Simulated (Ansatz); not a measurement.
BrClH$_{2}$S$_{2}$Si, SMILES `S[Si](S)(Cl)Br`: the same geometry under several functionals.

```yaml
crystal:
  periodic: [false, false, false]
  atoms:
    - {symbol: S, position_ang: [-1.334722, 0.718754, 1.352560]}
    - {symbol: Si, position_ang: [-0.000542, 0.003150, -0.119826]}
    - {symbol: S, position_ang: [1.234804, -1.363564, 0.912596]}
    - {symbol: Cl, position_ang: [-1.056986, -0.848090, -1.651487]}
    - {symbol: Br, position_ang: [1.237734, 1.588439, -1.045077]}
    - {symbol: H, position_ang: [-2.277005, 1.050948, 0.452772]}
    - {symbol: H, position_ang: [2.257714, -1.217638, 0.052759]}
basis:
  gaussian: {orbitals: def2-TZVPP}
hamiltonian: {xc: {name: revPBE}, dispersion: d4}
output: {orbitals: {seedname: orbitals}}
```

```sh
$ ansatz run in.yaml --threads 4 --pin off --events-out ev --progress --plain --max-ram 10444MiB
```

Shortened log:

```
Functional definition: revPBE
1644 factors; their error is unknown
mean field evaluation 1: about -112140.3203 eV, gradient 2.6e1 eV
mean field evaluation 2: about -112139.9648 eV, gradient 3.0e1 eV
mean field evaluation 4: about -112141.9453 eV, gradient 2.7e0 eV
mean field evaluation 8: about -112141.9615 eV, gradient 4.2e-2 eV
mean field evaluation 16: about -112141.9100 eV, gradient 5.8e-5 eV
mean field -112141.90999527 eV, -4121.1391798095 hartree, gradient 5.8e-5 eV, S^2 0.000000; 0 other end points of the search recorded, 0 dependent functions left out
reference -112141.91004297 eV, -4121.1391815623 hartree; 50, 50 occupied and 194, 194 virtual orbitals, 1644 factors
Total energy: -112142.72585386 eV, -4121.1691620597 hartree
```

Run time 4.1 s (4 threads of an Arm Neoverse N1 on a shared host); peak host memory 0.41 GiB.

With the line `hamiltonian: {xc: {name: wB97M-V}}` and forces (abridged; 28 s):

```
Functional definition: wB97M-V
mean field evaluation 16: about -112149.9004 eV, gradient 2.3e-5 eV
mean field -112149.90036649 eV, -4121.4328205357 hartree, gradient 2.3e-5 eV, S^2 0.000000
Total energy: -112149.90041117 eV, -4121.4328221778 hartree
Atom 0 force    -0.066799     0.032265    -0.066869 eV/Å
Atom 1 force     0.023847     0.021645     0.009954 eV/Å
Atom 2 force     0.076534     0.009356    -0.065092 eV/Å
Atom 3 force    -0.003317    -0.003228    -0.007141 eV/Å
Atom 4 force    -0.027376    -0.030857     0.022805 eV/Å
Atom 5 force     0.067975    -0.021377     0.054461 eV/Å
Atom 6 force    -0.070865    -0.007804     0.051880 eV/Å
Dipole moment:    -0.005757     0.005581    -0.029102 e Å
```

Changing it to `hamiltonian: {xc: lda}` (abridged; 2.3 s):

```
Functional definition: SPW92
mean field evaluation 16: about -111912.7309 eV, gradient 6.5e-5 eV
mean field -111912.73091447 eV, -4112.7170039334 hartree, gradient 6.5e-5 eV, S^2 0.000000
Total energy: -111912.73095024 eV, -4112.7170052477 hartree
```

With the line `hamiltonian: {xc: {name: LC-wPBE}}` (abridged; 5.5 s):

```
Functional definition: LC-wPBE
mean field -112134.12011656 eV, -4120.8529070471 hartree, gradient 5.2e-5 eV, S^2 0.000000
Total energy: -112134.12011657 eV, -4120.8529070473 hartree
```

With the line `hamiltonian: {xc: {name: BHLYP}, dispersion: d4}` (abridged; 8.5 s):

```
Functional definition: BHLYP
mean field evaluation 16: about -112155.5153 eV, gradient 3.3e-5 eV
mean field -112155.51526600 eV, -4121.6391642868 hartree, gradient 3.3e-5 eV, S^2 0.000000
Total energy: -112156.03004872 eV, -4121.6580822028 hartree
```

Changing it to `hamiltonian: {xc: {name: r2SCAN0}, dispersion: d4}` (abridged; 14 s):

```
Functional definition: r2SCAN0
mean field evaluation 16: about -112152.2420 eV, gradient 8.3e-5 eV
mean field -112152.24201188 eV, -4121.5188744165 hartree, gradient 2.0e-5 eV, S^2 0.000000
Total energy: -112152.33795870 eV, -4121.5224003972 hartree
```
